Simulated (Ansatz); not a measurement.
The cluster Be₉O₉, 18 atoms. Hardware: 4 threads of Arm Neoverse V1 on a shared host.

Correlated methods freeze 9 core orbitals.

(1) How many basis functions does each of these Ansatz runs have, and roughly what does it cost? B3LYP-D4/def2-TZVP, charge 0 singlet, energy, from earlier orbitals; PBE0-D4/def2-TZVP, charge 0 triplet at the geometry of the charge 0 singlet, energy; PBE0-D4/def2-TZVP, charge 1 doublet at the geometry of the charge 0 singlet, energy; PBE-D4/def2-TZVP, charge -1 doublet at the geometry of the charge 0 singlet, energy, from earlier orbitals; LDA (SPW92)/def2-TZVP, charge 0 singlet, energy, from earlier orbitals; PBE-D4/def2-TZVP, charge 0 triplet at the geometry of the charge 0 singlet, energy, from earlier orbitals; LDA (SPW92)/def2-TZVP, charge -1 doublet at the geometry of the charge 0 singlet, energy, from earlier orbitals; PBE-D4/def2-TZVP, charge 1 doublet at the geometry of the charge 0 singlet, energy, from earlier orbitals; PBE0-D4/def2-SVP, charge 0 singlet, energy, from earlier orbitals; PBE0-D4/def2-TZVP, charge -1 doublet at the geometry of the charge 0 singlet, energy; MP2/def2-SVP, charge 0 singlet, energy, from earlier orbitals; PBE0-D4/def2-TZVP, charge 0 singlet, energy, from earlier orbitals.

## Answers

(1) Other jobs shared the machine, so times can vary by a factor of up to 3. A dash marks memory too small to be measured apart from the calling script's.

```csv
run,functions,fitting or Cholesky vectors,wall time,peak host memory (GiB)
"LDA (SPW92)/def2-TZVP, charge 0 singlet, energy, from earlier orbitals",450,2628,4.7 s,0.92
"MP2/def2-SVP, charge 0 singlet, energy, from earlier orbitals",207,2286,5.5 s,–
"PBE0-D4/def2-SVP, charge 0 singlet, energy, from earlier orbitals",207,2286,6 s,–
"LDA (SPW92)/def2-TZVP, charge -1 doublet at the geometry of the charge 0 singlet, energy, from earlier orbitals",450,2628,8.5 s,1
"PBE-D4/def2-TZVP, charge -1 doublet at the geometry of the charge 0 singlet, energy, from earlier orbitals",450,2628,18 s,1.1
"B3LYP-D4/def2-TZVP, charge 0 singlet, energy, from earlier orbitals",450,2628,20 s,2.1
"PBE0-D4/def2-TZVP, charge 0 singlet, energy, from earlier orbitals",450,2628,21 s,2.1
"PBE0-D4/def2-TZVP, charge -1 doublet at the geometry of the charge 0 singlet, energy",450,3213,38 s,2.8
"PBE-D4/def2-TZVP, charge 1 doublet at the geometry of the charge 0 singlet, energy, from earlier orbitals",450,2628,49 s,2.4
"PBE-D4/def2-TZVP, charge 0 triplet at the geometry of the charge 0 singlet, energy, from earlier orbitals",450,2628,78 s,2.4
"PBE0-D4/def2-TZVP, charge 1 doublet at the geometry of the charge 0 singlet, energy",450,3213,2.1 min,3.1
"PBE0-D4/def2-TZVP, charge 0 triplet at the geometry of the charge 0 singlet, energy",450,3213,3.2 min,3.1
```
